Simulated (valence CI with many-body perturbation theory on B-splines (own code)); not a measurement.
**Sensitivity of CI+MBPT for Si X**

Calculated by valence CI with perturbative core correlation (CI+MBPT): three valence electrons over a frozen Dirac-Fock core [He], radial functions for each j: 6 s, 6 p, 5 d, 3 f, 1 g, with the one-electron correlation potential Σ1, the two-electron term Σ2, the three-electron term Σ3, Breit, model QED; selected CI, second order for the rest, scaled by the run's own slope (own B-spline code, finite nucleus).

No measured spectrum was set against this ion. As an estimate, levels of excited configurations hold to 0.05 to 0.15 % of their energy, terms of the ground configuration to about 0.5 %.

The reference run has the lowest level 2s²2p ²P°_1/2 and an ionisation energy of 401.315 eV. Its largest variational space holds 4124 state functions.

Changed runs:
A. scale of Σ1 1 → 0; scale of Σ2 1 → 0; three-electron term on → off
B. Breit term on → off
C. size limit of the variational space 10000 → 6000
D. correlating orbitals by l 3 3 3 2 1 → 2 2 1 1 0; natural orbitals for correlation on → off (bad on purpose)

Excitation energies of the reference run in cm⁻¹, and shifts in cm⁻¹:

| Level | Reference | A | B | C | D |
| --- | --- | --- | --- | --- | --- |
| 2s²2p ²P°_3/2 | 6987 | -28 | +473 | 0 | -0.8 |
| 2s2p² ⁴P_1/2 | 160696 | +1068 | -162 | 0 | -3362 |
| 2s2p² ⁴P_3/2 | 163172 | +1057 | -0.1 | 0 | -3368 |
| 2s2p² ⁴P_5/2 | 166736 | +1042 | +530 | 0 | -3374 |
| 2s2p² ²D_3/2 | 288088 | +1606 | +238 | 0 | +3166 |
| 2s2p² ²D_5/2 | 288108 | +1606 | +361 | 0 | +3150 |
| 2s2p² ²S_1/2 | 368194 | +1446 | -107 | 0 | +4129 |
| 2s2p² ²P_1/2 | 390466 | +3316 | -37 | +0.1 | +5668 |
| 2s2p² ²P_3/2 | 394436 | +3352 | +367 | 0 | +5708 |
| 2p³ ⁴S°_3/2 | 509116 | +4377 | +74 | 0 | -1797 |
| 2p³ ²D°_3/2 | 575649 | +3805 | -37 | 0 | +4570 |
| 2p³ ²D°_5/2 | 575672 | +3802 | +353 | 0 | +4548 |
| Ionisation energy (eV) | 401.315 | -0.180 | +0.116 | 0 | -0.510 |
